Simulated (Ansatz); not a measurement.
HfF₄⁻. Charge -1, multiplicity 2. Geometry PBE0-D4/def2-SVP, that of the neutral singlet; atoms count from 1.

Cartesian coordinates in Å:
```
Hf 0.0001 -0.0001 0.0002
F 0.3137 -0.3705 -1.8404
F -1.3669 -1.1518 0.6550
F -0.5486 1.8121 0.1976
F 1.6017 -0.2897 0.9876
```

In the def2 sets Hf takes a core potential; there is no spin–orbit coupling. The highest occupied level of the charge -1 doublet lies above zero (up to 1.57 eV). By energy differences it is unbound by 0.29 eV (vertical, to the charge 0 singlet, at PBE0-D4/def2-TZVPD) and held by the finite basis.

**Question.** Estimate the Mulliken populations from the PBE0/def2-TZVPD orbitals of Ansatz.

**Answer.** 
| atom | charge (e) | spin (α − β) | d electrons |
| --- | --- | --- | --- |
| Hf1 | -0.16 | 2.16 | 1.45 |
| F2 | -0.21 | -0.29 | – |
| F3 | -0.21 | -0.29 | – |
| F4 | -0.21 | -0.29 | – |
| F5 | -0.21 | -0.29 | – |
Mulliken values and Mayer orders depend strongly on the basis. With diffuse functions, as here, like atoms can get unlike values, and bond orders can come out too low or too high.

**Question.** Where does the spin sit?

**Answer.** Summed by element: Hf 2.16, F -1.16, of 1 unpaired in all. Largest on single atoms: Hf1 2.16, F2 -0.29, F4 -0.29.
